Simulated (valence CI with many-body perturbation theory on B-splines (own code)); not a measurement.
# Energy levels of Rh¹²⁺

Calculated by relativistic CI+MBPT: five valence electrons over a frozen Dirac-Fock core [Ar] 3d10, radial functions for each j: 11 s, 11 p, 10 d, 8 f, 5 g, 2 h, with the one-electron correlation potential Σ1, the two-electron term Σ2, the three-electron term Σ3, Breit, model QED; selected CI, second order for the rest, scaled by the run's own slope (own B-spline code, finite nucleus).

No measured spectrum was set against this ion. As an estimate, levels hold to about 250 cm⁻¹ or 0.2 % of their energy and the worst to 1 %, as in measured heavy ions of charge 2 to 7; those with d or f electrons hold less well. Among the levels kept, up to 2500 cm⁻¹ of a level comes from second order outside the variational space, and about a tenth of that is noise between levels of different J, which matters for small intervals.

Levels 136 to 170 of 170, with energies above the lowest level, 4s2 4p3 4S°_3/2. "Leading %" is the weight of the configuration and term that name the level; weights of strongly mixed levels are sums over their largest components and can fall short. In the jj column 3d3/2^4 stands for four electrons in 3d with j = 3/2.

```csv
No.,Configuration,Term,J,E (eV),Leading %,Second component,Leading jj,g
136,4s2 4p2 4f,4G°,7/2,120.22,29,13 % 4s2 4p 4d2 4G°,4s^2 4p1/2 4p3/2 4f5/2 (46 %),1.122
137,4s2 4p2 5s,2P,3/2,120.31,50,45 % 4s2 4p2 5s 2D,4s^2 4p1/2 4p3/2 5s (93 %),1.090
138,4s2 4p 4d2,4D°,3/2,120.32,33,22 % 4s2 4p 4d2 4F°,4s^2 4p1/2 4d3/2^2 (21 %),0.918
139,4s2 4p 4d2,4P°,1/2,120.40,71,10 % 4s 4p3 4d 2S°,4s^2 4p1/2 4d3/2 4d5/2 (50 %),2.420
140,4s2 4p 4d2,4D°,5/2,120.78,15,11 % 4s2 4p2 4f 4G°,4s^2 4p1/2 4d3/2 4d5/2 (25 %),1.150
141,4s2 4p2 4f,4F°,9/2,120.89,38,36 % 4s2 4p2 4f 2G°,4s^2 4p1/2 4p3/2 4f7/2 (67 %),1.193
142,4s2 4p2 4f,2G°,7/2,121.25,40,15 % 4s2 4p2 4f 4F°,4s^2 4p1/2 4p3/2 4f5/2 (75 %),0.988
143,4s2 4p2 4f,2F°,5/2,121.37,32,26 % 4s2 4p2 4f 4F°,4s^2 4p1/2 4p3/2 4f5/2 (60 %),0.888
144,4s2 4p2 4f,4D°,1/2,121.54,45,35 % 4s2 4p 4d2 4D°,4s^2 4p1/2 4p3/2 4f5/2 (32 %),0.099
145,4s2 4p 4d2,4P°,3/2,121.63,32,17 % 4s2 4p2 4f 4F°,4s^2 4p1/2 4p3/2 4f5/2 (23 %),1.139
146,4s2 4p 4d2,4D°,5/2,122.25,37,19 % 4s2 4p 4d2 2D°,4s^2 4p3/2 4d5/2^2 (36 %),1.240
147,4s2 4p 4d2,4P°,3/2,122.36,32,16 % 4s2 4p 4d2 4D°,4s^2 4p3/2 4d3/2^2 (21 %),1.263
148,4s2 4p2 4f,4G°,9/2,122.61,30,25 % 4s2 4p2 4f 2G°,4s^2 4p3/2^2 4f5/2 (33 %),1.121
149,4s2 4p2 4f,4F°,3/2,122.62,37,26 % 4s2 4p 4d2 4F°,4s^2 4p1/2 4p3/2 4f5/2 (31 %),0.651
150,4s2 4p 4d2,4F°,5/2,122.64,67,14 % 4s2 4p2 4f 4D°,4s^2 4p1/2 4d3/2 4d5/2 (29 %),1.087
151,4s2 4p 4d2,4F°,7/2,122.85,36,13 % 4s2 4p 4d2 4D°,4s^2 4p3/2 4d3/2^2 (26 %),1.236
152,4s2 4p2 4f,2F°,5/2,123.12,20,19 % 4s2 4p2 4f 4F°,4s^2 4p1/2 4p3/2 4f7/2 (29 %),1.068
153,4s2 4p 4d2,2F°,7/2,123.45,19,13 % 4s2 4p2 4f 4F°,4s^2 4p3/2 4d5/2^2 (32 %),1.133
154,4s2 4p 4d2,4F°,7/2,124.08,36,34 % 4s2 4p 4d2 4D°,4s^2 4p3/2 4d3/2 4d5/2 (67 %),1.287
155,4s2 4p 4d2,4F°,9/2,124.36,62,11 % 4s2 4p 4d2 4G°,4s^2 4p3/2 4d3/2 4d5/2 (48 %),1.276
156,4s2 4p2 4f,4G°,11/2,124.38,56,24 % 4s2 4p 4d2 4G°,4s^2 4p3/2^2 4f7/2 (41 %),1.249
157,4s2 4p2 4f,2F°,5/2,124.46,25,11 % 4s 4p3 4d 2D°,4s^2 4p3/2 4d3/2 4d5/2 (26 %),1.076
158,4s2 4p 4d2,4P°,5/2,124.80,53,12 % 4s2 4p2 4f 2F°,4s^2 4p3/2 4d3/2 4d5/2 (51 %),1.371
159,4s2 4p2 5s,2D,5/2,124.81,62,35 % 4s2 4p2 5s 4P,4s^2 4p3/2^2 5s (87 %),1.344
160,4s2 4p2 4f,2F°,7/2,125.02,20,11 % 4s2 4p 4d2 2G°,4s^2 4p3/2^2 4f7/2 (30 %),1.146
161,4s2 4p2 5s,2D,3/2,125.30,51,40 % 4s2 4p2 5s 2P,4s^2 4p3/2^2 5s (92 %),1.075
162,4s2 4p2 4f,4F°,7/2,125.92,23,17 % 4s2 4p 4d2 2F°,4s^2 4p3/2^2 4f5/2 (35 %),1.177
163,4s2 4p2 4f,4F°,9/2,125.99,36,36 % 4s2 4p2 4f 2G°,4s^2 4p3/2^2 4f7/2 (78 %),1.206
164,4s2 4p2 4f,2D°,5/2,126.01,24,16 % 4s2 4p2 4f 4F°,4s^2 4p3/2^2 4f5/2 (37 %),1.090
165,4s2 4p 4d2,2P°,3/2,126.18,35,22 % 4s2 4p2 4f 2P°,4s^2 4p3/2 4d3/2 4d5/2 (23 %),1.239
166,4s2 4p 4d2,2S°,1/2,126.33,53,19 % 4s 4p3 4d 2S°,4s^2 4p3/2 4d3/2 4d5/2 (56 %),2.034
167,4s2 4p 4d2,2G°,9/2,127.19,34,25 % 4s2 4p2 4f 2H°,4s^2 4p3/2 4d5/2^2 (29 %),1.069
168,4s2 4p 4d2,2P°,1/2,127.41,79,4 % 4s 4p3 4d 2P°,4s^2 4p1/2 4d5/2^2 (44 %),0.704
169,4s2 4p 4d2,2G°,7/2,127.51,51,15 % 4s2 4p2 4f 2G°,4s^2 4p3/2 4d3/2^2 (18 %),0.964
170,4s2 4p2 5p,4D°,1/2,127.69,30,14 % 4s2 4p2 4f 2P°,4s^2 4p1/2^2 5p1/2 (59 %),0.674
```

Names give the largest LS component (configuration and term), which can be under half, so a name can repeat, a term be missing and a line seem to break the LS rules; names also repeat where a configuration has a term twice.

Where two levels of one J and parity lie close, their mixing, g and order are uncertain.
